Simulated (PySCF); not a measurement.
CH₇Si₂, SMILES [SiH3]C[SiH2], multiplicity 2. Atoms are numbered in the order given.

```xyz
10

Si     1.5993     0.3601     0.0710
C      0.1101    -0.7108    -0.3647
Si    -1.5537    -0.0124     0.1754
H      2.8953    -0.2965    -0.2945
H      1.5088     1.7076    -0.5758
H      0.0921    -0.8612    -1.4599
H      0.2421    -1.7055     0.0939
H     -2.6701    -0.9069    -0.2607
H     -1.7660     1.3396    -0.4271
H     -1.6014     0.1199     1.6636
```
Charge 0, spin multiplicity 2.

Coordinates come from a PBE0-D3(BJ)/def2-SVP optimisation. The isomer is the one that the SMILES or the coordinates give; other isomers of the formula were not compared.

Level of theory: B3LYP/pcH-1 run with PySCF.

Unrestricted Kohn–Sham, ⟨S²⟩ = 0.751. Hyperfine tensors hold the contact and dipolar terms, without spin-orbit corrections.

Q: Estimate the hyperfine couplings. (Estimate from the structure and the level; the computed values follow.)

A: 
| nucleus | A(iso) (MHz) | A(iso) (G) | dipolar principal values (MHz) |
|---|---|---|---|
| 29Si no. 1 | -485.2 | -173.1 | -173.4, 86.5, 86.9 |
| 13C no. 2 | 22.9 | 8.2 | -4.0, -3.9, 8.0 |
| 29Si no. 3 | -8.2 | -2.9 | -1.1, 0.3, 0.8 |
| 1H no. 4 | 47.3 | 16.9 | -9.3, 0.9, 8.4 |
| 1H no. 5 | 39.9 | 14.2 | -9.3, 0.8, 8.5 |
| 1H no. 6 | 65.7 | 23.4 | -4.3, 0.6, 3.8 |
| 1H no. 7 | 1.6 | 0.6 | -4.1, -2.4, 6.5 |
| 1H no. 8 | -1.1 | -0.4 | -0.9, -0.7, 1.6 |
| 1H no. 9 | 0.1 | 0.0 | -1.5, -1.2, 2.7 |
| 1H no. 10 | -0.2 | -0.1 | -2.0, -1.5, 3.5 |

Q: And the g tensor (effective nuclear charges for spin-orbit coupling, GIAO)? (The exact figures need the calculation; the answer reports its results.)

A: principal values 2.0022, 2.0043, 2.0046; isotropic 2.0037.
